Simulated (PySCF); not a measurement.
Input of a run (PBE0-D3(BJ)/def2-SVP geometry optimisation, gas phase (PySCF 2.14.0)), started from GFN2-xTB:
```
{"job": {"xc": "PBE0", "basis": "def2-SVP", "d3": "d3bj", "grid": 1, "shake": 0.01, "kind": "geom"}, "charge": 0, "multiplicity": 1}
B     -2.578710    -0.467810     0.750690
O     -1.570920     0.332350     1.002700
C     -0.447430     0.462460     0.175420
C      0.840320    -0.083450     0.895810
C      2.062710     0.085210     0.049730
H     -3.455210    -0.431060     1.548500
H     -2.658950    -1.100150    -0.234910
H     -0.275340     1.538880    -0.027540
H     -0.577940    -0.056760    -0.748490
H      0.914860     0.430350     1.863490
H      0.635650    -1.147760     1.119940
H      1.978370    -0.432540    -0.881120
H      2.212880     1.155170    -0.158000
H      2.912550    -0.299970     0.596210
```

Output (energies in Eh, forces in Eh/bohr):
```
step   0  E = -219.40892097  max force = 0.039826
step   1  E = -219.41519227  max force = 0.007157
step   2  E = -219.41557849  max force = 0.003016
step   3  E = -219.41563256  max force = 0.001076
step   4  E = -219.41567548  max force = 0.001684
step   5  E = -219.41571391  max force = 0.002188
step   6  E = -219.41573663  max force = 0.001673
step   7  E = -219.41573785  max force = 0.001330
step   8  E = -219.41574469  max force = 0.000418
optimisation converged
```

Problem. Summarise the run.

Solution. The energy falls by 4.3 kcal/mol over 9 energy and gradient evaluations, the largest force component goes from 0.0398 to 4.2e-04 Eh/bohr, and the atoms move by 0.036 Å rms after alignment. The bond that changes most is C3–C4 (sp3 carbon bound to oxygen to chain CH2 carbon), which shortens by 0.058 Å. Bonds longer at the end by more than 0.005 Å: 8 of 13; shorter: 2. Among the angles that change most is C4–C3–H8, from 107.1° to 110.1°. The energy never rose by more than 1e-6 Eh on the way. The first step brought 92 % of the lowering.

Problem. What are the final bond lengths?

Solution. B1–O2 1.339 Å, O2–C3 1.413 Å, C3–C4 1.515 Å, C4–C5 1.520 Å, B1–H6 1.209 Å, B1–H7 1.216 Å, C3–H8 1.103 Å, C3–H9 1.106 Å, C4–H10 1.103 Å, C4–H11 1.103 Å, C5–H12 1.102 Å, C5–H13 1.102 Å, C5–H14 1.100 Å. Numbering counts from 1 in the input's order; the species is `BOCCC`.

The run used 115 basis functions and 58 SCF cycles in all. Time: 36 s wall; peak memory 0.47 GiB. Hardware: Arm Neoverse V2, one thread (shared host).

Whether it is a minimum is left open (no frequencies). One conformer, not necessarily the lowest.

Conformer computed: `[BH2:1][O:2][CH2:3][CH2:4][CH3:5]`: B1–O2–C3–C4 -113°, O2–C3–C4–C5 -176°.
